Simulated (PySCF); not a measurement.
## How methods differ on the ionisation energy of Pt³⁷⁺

Pt³⁷⁺ [Kr] 4d5 (6S) → Pt³⁸⁺ [Kr] 4d4 (5D), as a difference of total energies. All numbers are calculated (PySCF 2.14, the spin-free X2C one-electron Hamiltonian (Gaussian nucleus), in an even-tempered Gaussian basis (19 s from 3.5 bohr⁻², ratio 2.5; 14 p from 4.6 bohr⁻², ratio 2.5; 9 d from 4.6 bohr⁻², ratio 2.5; 4 f from 21 bohr⁻², ratio 2.7; 3 g from 32 bohr⁻², ratio 2.7)). Correlated levels: outer shells: [Ar] 3d10 frozen; virtual orbitals above 40 to 60 times the deepest correlated orbital energy dropped. The calculations carry no spin-orbit coupling.

```csv
method,ionisation energy (eV)
UHF,1698.8
MP2 (outer shells),1698.9
SCS-MP2 (outer shells),1698.7
CCSD (outer shells),1698.8
CCSD(T) (outer shells),1698.8
```

Spin-orbit coupling is strong in these open shells (close to jj coupling). The scalar numbers leave it out and a first-order estimate fails, so it can dominate the gap to the real levels.

Breit and QED terms and the two-electron picture change are absent.

For comparison: 1680 ± 4 eV (theoretical estimate listed by NIST; NIST Atomic Spectra Database, ionization energies).
